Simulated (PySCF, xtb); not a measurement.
H3InOS2, SMILES [OH][In]([SH])[SH].

xtb 6.7.1 with GFN2-xTB at its own geometry gives an orbital gap of 2.33 eV and a dipole moment of 2.21 D.

The structure is a stationary point at B3LYP-D3(BJ)/def2-SVP. The def2 effective core potentials stand for the cores of In; spin–orbit coupling is left out. The values are those of a single conformer.

Q: What does PySCF with B3LYP/def2-TZVP give? (The exact figures need the calculation; the answer reports its results.)

A: gap 5.03 eV (levels -7.37 and -2.34 eV), dipole 1.87 D.
